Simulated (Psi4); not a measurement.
Computed with Psi4 with SAPT0/jun-cc-pVDZ, frozen core.

Psi4 input:

```
molecule {
0 1
Ge -0.00000444 0.00000688 0.00000065
H -0.81132752 -0.69113376 -1.10587951
H 0.11194541 1.50034960 -0.30876827
H 1.40557814 -0.61567299 0.06456042
H -0.70619159 -0.19354973 1.35008671
--
0 1
Cl 2.27597969 0.62204144 -4.35310559
Cl 1.35459137 0.36998222 -2.58063698
units angstrom
symmetry c1
no_reorient
no_com
}
set basis jun-cc-pvdz
set scf_type df
set freeze_core true
energy('sapt0')
```

Part of the output:

```
    SAPT Results
  --------------------------------------------------------------------------------------------------------
    Electrostatics                 -3.21346801 [mEh]      -2.01648162 [kcal/mol]      -8.43695910 [kJ/mol]
      Elst10,r                     -3.21346801 [mEh]      -2.01648162 [kcal/mol]      -8.43695910 [kJ/mol]

    Exchange                       23.98850131 [mEh]      15.05301184 [kcal/mol]      62.98180152 [kJ/mol]
      Exch10                       23.98850131 [mEh]      15.05301184 [kcal/mol]      62.98180152 [kJ/mol]
      Exch10(S^2)                  23.78104914 [mEh]      14.92283363 [kcal/mol]      62.43713592 [kJ/mol]

    Induction                      -4.22501238 [mEh]      -2.65123530 [kcal/mol]     -11.09276848 [kJ/mol]
      Ind20,r                     -16.56407958 [mEh]     -10.39411686 [kcal/mol]     -43.48898494 [kJ/mol]
      Exch-Ind20,r                 14.58926379 [mEh]       9.15490124 [kcal/mol]      38.30410681 [kJ/mol]
      delta HF,r (2)               -2.25019659 [mEh]      -1.41201968 [kcal/mol]      -5.90789034 [kJ/mol]

    Dispersion                     -5.93859318 [mEh]      -3.72652348 [kcal/mol]     -15.59177425 [kJ/mol]
      Disp20                       -6.97335302 [mEh]      -4.37584508 [kcal/mol]     -18.30853583 [kJ/mol]
      Exch-Disp20                   1.03475984 [mEh]       0.64932160 [kcal/mol]       2.71676158 [kJ/mol]
      Disp20 (SS)                  -3.48667651 [mEh]      -2.18792254 [kcal/mol]      -9.15426792 [kJ/mol]
      Disp20 (OS)                  -3.48667651 [mEh]      -2.18792254 [kcal/mol]      -9.15426792 [kJ/mol]
      Exch-Disp20 (SS)              0.47050317 [mEh]       0.29524520 [kcal/mol]       1.23530591 [kJ/mol]
      Exch-Disp20 (OS)              0.56425667 [mEh]       0.35407640 [kcal/mol]       1.48145568 [kJ/mol]

  Total HF                         16.55002092 [mEh]      10.38529492 [kcal/mol]      43.45207395 [kJ/mol]
  Total SAPT0                      10.61142774 [mEh]       6.65877144 [kcal/mol]      27.86029970 [kJ/mol]
```
